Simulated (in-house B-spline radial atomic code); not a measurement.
Computed with a B-spline radial atomic code. Model: two electrons, singlet ground state, non-relativistic, full CI in B-splines with partial waves to l = 8 (at full coupling up to 3e-4 hartree above the limit, correlation up to 0.6 % small), density held at that of full coupling by Lieb maximisation.

Along the adiabatic connection the electron repulsion is scaled by a coupling λ while a local potential keeps the density fixed. At λ = 0 the system is the Kohn-Sham one and W equals the exchange energy; the exchange-correlation energy is the area under W between 0 and 1. The kinetic energy rises with λ as the electrons avoid each other, with dT/dλ = −λ dW/dλ.

Command:
```bash
python run_ac.py task.json out
```
Settings (lengths in bohr, energies in hartree):
```
potential              yukawa
strength               2.22
lmax                   8
second                 0.617
```

Time taken, with all properties: 83 s on 1 thread of Intel(R) Xeon(R) Processor @ 2.30GHz, on a shared host.

**W = mean repulsion less Hartree energy, and W of three functionals.**

Given: confinement screened point charge; nuclear charge 2.22; screening of the nucleus 0.617 1/bohr; external potential -Z exp(-k r)/r.

Computed: LDA exchange minus exact 139.94 millihartree; SCAN exchange minus exact -10.269 millihartree.

| coupling | W xc (hartree) | W xc minus exchange (millihartree) | kinetic minus Kohn-Sham (millihartree) | LDA (PW92) W minus its exchange (millihartree) | PBE W minus its exchange (millihartree) | SCAN W minus its exchange (millihartree) |
| --- | --- | --- | --- | --- | --- | --- |
| 0 | -1.047 | 0 | 0 | 0 | 0 | 0 |
| 0.02 | ? | ? | ? | ? | ? | ? |
| 0.05 | -1.052 | -4.98 | 0.12 | -24.26 | -4.19 | -4.45 |
| 0.12 | -1.0588 | -11.765 | 0.7 | -46.36 | -10.14 | -10.39 |
| 0.25 | -1.0709 | -23.819 | 2.92 | -77.19 | -21.05 | -20.79 |
| 0.4 | -1.084 | -36.905 | 7.16 | -104.97 | -33.22 | -31.94 |
| 0.6 | -1.1002 | -53.11 | 15.24 | -134.99 | -48.61 | -45.67 |
| 0.8 | -1.1151 | -68.037 | 25.67 | -159.99 | -63.02 | -58.29 |
| 1 | -1.1289 | -81.825 | 38.06 | -181.55 | -76.5 | -69.97 |
| 1.4 | -1.1535 | -106.44 | 67.48 | -217.6 | -100.96 | -91 |
| 2 | ? | ? | ? | ? | ? | ? |
| 3 | -1.2242 | -177.13 | 218.15 | -312.71 | -174.62 | -153.75 |
| 4.5 | -1.2662 | -219.2 | 373.85 | -368.17 | -221.97 | -193.71 |
| 7 | -1.3108 | -263.79 | 625.5 | -429.26 | -276.59 | -238.78 |

What belongs in the row 0.02?

W xc (hartree): -1.0491; W xc minus exchange (millihartree): -2.006; kinetic minus Kohn-Sham (millihartree): 0.02; LDA (PW92) W minus its exchange (millihartree): -11.87; PBE W minus its exchange (millihartree): -1.66; SCAN W minus its exchange (millihartree): -1.8.

What belongs in the row 2?

W xc (hartree): -1.1844; W xc minus exchange (millihartree): -137.34; kinetic minus Kohn-Sham (millihartree): 119.69; LDA (PW92) W minus its exchange (millihartree): -260.09; PBE W minus its exchange (millihartree): -132.44; SCAN W minus its exchange (millihartree): -117.88.

What is the PBE exchange minus exact?

3.1644 millihartree.

**Energy parts, natural occupations and partial-wave weights.**

Computed: total energy -1.5395 hartree; exchange energy -1.047 hartree; correlation energy -0.04376 hartree; kinetic part of the DFT correlation energy 0.038065 hartree; kinetic part over minus potential part 0.4652; Hartree energy 2.0941 hartree; Kohn-Sham kinetic 3.1447 hartree.

| natural | occupation of the shell (electrons) |
| --- | --- |
| s | 1.9827 |
| s | 0.0097667 |
| p | 0.0066548 |
| d | 0.00028645 |
| p | ? |
| s | 0.00016876 |

What belongs in the row p?

occupation of the shell (electrons): 0.00024497.

```json
{"wave": "s", "weight": "0.99635"}
{"wave": "p", "weight": "0.0034623"}
{"wave": "d", "weight": "0.00016183"}
{"wave": "f", "weight": "?"}
{"wave": "g", "weight": "5.0936e-06"}
```

What belongs in the row f?

weight: 2.2257e-05.

What is the initial slope twice GL2?

-0.10073 hartree.

What is the Lieb Oxford ratio E_xc over LDA exchange?

1.2025.

Half-way to full coupling W has made 55 % of its drop, against 50 % for a straight line, and second-order (GL2) theory, half the initial slope, overshoots the correlation energy by about 15 %: a moderate bend, as in light atoms. Over couplings 0 to 1 the errors in E_xc come to about +71 millihartree for LDA, +6.8 millihartree for PBE, -4.2 millihartree for SCAN, so SCAN is nearest. In LDA and SCAN the errors of exchange and correlation have opposite signs, so the sum is smaller than the larger of the two.
